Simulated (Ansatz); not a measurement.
Stretching the Se1–H2 bond in hydrogen selenide (SMILES [SeH2]) (multiplicity 1 held, fragments rigid). Energies count from the point at 1.470 Å.
Geometry at that point (charge 0, multiplicity 1):
```xyz
3

Se     0.0001     0.0571     0.0025
H     -1.0525    -0.9689    -0.0382
H      1.0502    -0.9711    -0.0464
```

Restricted levels (R-, RO-) in cc, def2 and unpolarised 6-31G sets keep to the state of the molecule at rest. Active spaces are followed from a long bond inwards. Levels need not reach the same state.

Correlated levels freeze the cores. Filled d and f shells under p-block atoms count as core.

Programs: Ansatz (Gaussian basis) for Hartree–Fock, density functionals and correlated methods. Each number belongs to the level named beside it.

### Question
Give the energy at R = 4.705 Å at the level FIC-MRCISD+Q on CASSCF(4,3)/cc-pVDZ.

### Answer
79.6 kcal/mol

### Question
Predict the energy at R = 4.705 Å from CASSCF(4,3)/cc-pVDZ.

### Answer
71.9 kcal/mol

### Question
What is the computed energy at R = 4.705 Å (R-HF/cc-pVDZ)?

### Answer
177.0 kcal/mol

Doubts at one or more of the structures used: a restricted determinant that unrestricted orbitals would lower (R-HF/cc-pVDZ); active orbitals that take no part (CASSCF(4,3)/cc-pVDZ, FIC-MRCISD+Q on CASSCF(4,3)/cc-pVDZ).

Ansatz is a quantum-chemistry and plane-wave program.
